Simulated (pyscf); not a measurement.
Optimised with ωB97X-D3(BJ)/def2-SVP in PySCF.

Question: What is the homolytic dissociation enthalpy (298 K, ωB97M-D3(BJ)/def2-TZVP) of the Ge–Ge bond of H₃Si–GeH₂–GeH₂–SiH₃ (SMILES [SiH3][GeH2][GeH2][SiH3]), to H₃Si–GeH₂• + H₃Si–GeH₂•?

Answer: Ge–Ge to H₃Si–GeH₂• + H₃Si–GeH₂•: 2.81 eV. The 7 functionals that were run give +2.57 (M06-2X) to +3.17 eV (ωB97X-D3(BJ)/def2-TZVP). Other isomers of H₃Si–GeH₂• were not searched in full and may lie lower. Elements up to Kr have no core potential and no relativistic terms here.
